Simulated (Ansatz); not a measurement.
One change: `CC(F)(F)F` becomes `[F][Al]([F])[O]CC(F)(F)F`.

Ansatz, PBE0-D4/def2-TZVP geometries, multiplicity 1. Each molecule was computed in one conformer, which needn't be the lowest.

```tsv
property	`CC(F)(F)F`
size of the dipole moment (ωB97M-V/def2-TZVPP) / D	2.28
HOMO–LUMO gap (PBE/def2-TZVPP) / eV	9.75
LUMO energy (ωB97M-V/def2-TZVPP) / eV	2.81
HOMO–LUMO gap (B3LYP/def2-TZVPP) / eV	11.73
HOMO–LUMO gap (ωB97M-V/def2-TZVPP) / eV	16.15
HOMO–LUMO gap (PBE0/def2-TZVPP) / eV	12.35
```

What does the change do to each property? (An estimate is asked.)

The calculation gave: 
```tsv
property	`[F][Al]([F])[O]CC(F)(F)F`	shift
size of the dipole moment (ωB97M-V/def2-TZVPP) / D	3.66	1.38
HOMO–LUMO gap (PBE/def2-TZVPP) / eV	6.11	-3.64
LUMO energy (ωB97M-V/def2-TZVPP) / eV	1.46	-1.35
HOMO–LUMO gap (B3LYP/def2-TZVPP) / eV	8.21	-3.52
HOMO–LUMO gap (ωB97M-V/def2-TZVPP) / eV	12.92	-3.23
HOMO–LUMO gap (PBE0/def2-TZVPP) / eV	8.81	-3.54
```

With PBE0 the HOMO rises by 1.90 eV and the LUMO falls by 1.65 eV, so the gap narrows by about 3.55 eV. PBE moves the HOMO by 1.79 eV and ωB97M-V by 1.88 eV. Dipoles are sizes alone; their direction can turn.

B3LYP here is the variant with VWN-RPA as its local correlation; programs differ in this.
